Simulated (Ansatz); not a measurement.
Cu₅Se₅⁻, relaxed as a singlet with RKS PBE-D4/def2-SVP in Ansatz, starting from the GFN2-xTB geometry. Force threshold 0.03 eV/Å.

Another isomer (singlet) lies 2.78 eV lower at PBE0-D4/def2-SVP; other spin states weren't run for this one.

Start:

Cartesian coordinates in Å:
```
Cu -1.984 0.862 0.308
Cu 1.274 -1.736 -0.895
Cu 0.775 -0.527 1.269
Cu -3.263 -0.643 -0.939
Cu -1.496 -1.564 0.261
Se 1.327 1.664 1.150
Se 1.343 0.118 -2.420
Se 2.226 1.783 -1.052
Se -0.685 2.789 1.282
Se 0.483 -2.744 1.036
```

```json
{"step": "1", "energy (eV)": "-549811.5037", "largest force component (eV/Å)": "1.445", "SCF passes": "34"}
{"step": "2", "energy (eV)": "-549812.0855", "largest force component (eV/Å)": "0.440", "SCF passes": "32"}
{"step": "3", "energy (eV)": "-549812.2371", "largest force component (eV/Å)": "0.362", "SCF passes": "32"}
{"step": "4", "energy (eV)": "-549812.3091", "largest force component (eV/Å)": "0.158", "SCF passes": "31"}
{"step": "5", "energy (eV)": "-549812.3845", "largest force component (eV/Å)": "0.209", "SCF passes": "32"}
{"step": "6", "energy (eV)": "-549812.5042", "largest force component (eV/Å)": "0.335", "SCF passes": "33"}
{"step": "7", "energy (eV)": "-549812.6428", "largest force component (eV/Å)": "0.336", "SCF passes": "33"}
{"step": "8", "energy (eV)": "-549812.7192", "largest force component (eV/Å)": "0.189", "SCF passes": "32"}
{"step": "9", "energy (eV)": "-549812.7520", "largest force component (eV/Å)": "0.129", "SCF passes": "32"}
{"step": "10", "energy (eV)": "-549812.7611", "largest force component (eV/Å)": "0.070", "SCF passes": "26"}
{"step": "11", "energy (eV)": "-549812.7860", "largest force component (eV/Å)": "0.226", "SCF passes": "31"}
{"step": "12", "energy (eV)": "-549812.8451", "largest force component (eV/Å)": "0.272", "SCF passes": "33"}
{"step": "13", "energy (eV)": "-549812.8892", "largest force component (eV/Å)": "0.241", "SCF passes": "32"}
{"step": "14", "energy (eV)": "-549812.9297", "largest force component (eV/Å)": "0.217", "SCF passes": "32"}
{"step": "15", "energy (eV)": "-549812.9543", "largest force component (eV/Å)": "0.166", "SCF passes": "35"}
{"step": "16", "energy (eV)": "-549813.0035", "largest force component (eV/Å)": "0.165", "SCF passes": "32"}
{"step": "17", "energy (eV)": "-549813.0172", "largest force component (eV/Å)": "0.176", "SCF passes": "31"}
{"step": "18", "energy (eV)": "-549813.0300", "largest force component (eV/Å)": "0.163", "SCF passes": "29"}
{"step": "19", "energy (eV)": "-549813.0312", "largest force component (eV/Å)": "0.155", "SCF passes": "29"}
{"step": "20", "energy (eV)": "-549813.0408", "largest force component (eV/Å)": "0.061", "SCF passes": "25"}
{"step": "21", "energy (eV)": "-549813.0419", "largest force component (eV/Å)": "0.011", "SCF passes": "26"}
```

Force components are those of the run's own axes.

End:

```xyz
10

Cu   -0.954    0.514   -0.512
Cu    0.869   -1.296   -0.486
Cu   -0.123   -0.461    1.696
Cu   -3.025   -0.483   -1.046
Cu   -1.520   -1.803    0.116
Se    1.980    1.904    0.977
Se    0.793    0.309   -2.176
Se    2.102    2.211   -1.317
Se   -0.439    1.836    1.459
Se    0.317   -2.732    1.288
```

Bonds lost: Cu3–Se6 (atoms count from 1). Bonds formed: Cu1–Se7, Cu3–Se9 (atoms count from 1). Metal–metal contacts that move far: Cu1–Cu2 4.34 to 2.57 Å, Cu1–Cu3 3.24 to 2.55 Å.

No frequencies were taken in this run, so the end may be a saddle point.

Run time 3.1 min (6 threads of Arm Neoverse V1 on a shared host), peak host memory 1.1 GiB.
